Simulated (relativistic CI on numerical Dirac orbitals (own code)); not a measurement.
**d1 to d9 in one octahedral field**

Computed with a parametric ligand-field model without spin-orbit coupling, by exact diagonalisation: B = 510, C = 2420, 10Dq = 20200 cm⁻¹ (Oh; |10Dq|/B = 39.6) for every shell. Energies in cm⁻¹; the field energy is (0.6 n_e − 0.4 n_t2) × 10Dq of the ground term; g labels are left out. So small a B with so large a field is typical of 4d and 5d ions, where spin-orbit coupling, left out here, reaches 1,000 to 4,000 cm⁻¹.

| Shell | Ground term | Electrons in e | Field energy | First spin-allowed bands | Lowest term of other spin |
| --- | --- | --- | --- | --- | --- |
| d1 | 2T2 | 0.000 | -8080 | 2E 20200 |  |
| d2 | 3T1 | 0.015 | -15866 | 3T2 19042, 3T1 25534 | 1T2 8115 |
| d3 | 4A2 | 0.000 | -24240 | 4T2 20200, 4T1 25742 | 2E 11204 |
| d4 | 3T1 | 0.025 | -31815 | 3E 18008, 3T1 18636 | 5E 5731 |
| d5 | 2T2 | 0.045 | -39486 | 2A2 17360, 2T1 17530 | 4T1 9046 |
| d6 | 1A1 | 0.036 | -47757 | 1T1 18549, 1T2 25499 | 3T1 13423 |
| d7 | ? | ? | ? | ? | ? |
| d8 | 3A2 | 2.000 | -24240 | 3T2 20200, 3T1 25742 | 1E 8844 |
| d9 | 2E | 3.000 | -12120 | 2T2 20200 |  |

Q: Fill in the row of d7.

A: Ground term: 2E; Electrons in e: 1.025; Field energy: -35855; First spin-allowed bands: 2T1 18417, 2T2 19001; Lowest term of other spin: 4T1 8804. Low spin: d4, d5, d6, d7; the other shells keep the spin of the free ion. Only d4 to d7 can choose; the field needed to pair spins is smallest for d6 and largest for d5, which loses most exchange energy. In the strong-field picture 10Dq must exceed about 6B + 5C = 15160 (d4), 7.5B + 5C = 15925 (d5), 2.5B + 4C = 10955 (d6) and 4B + 4C = 11720 (d7); mixing of terms shifts these bounds somewhat.
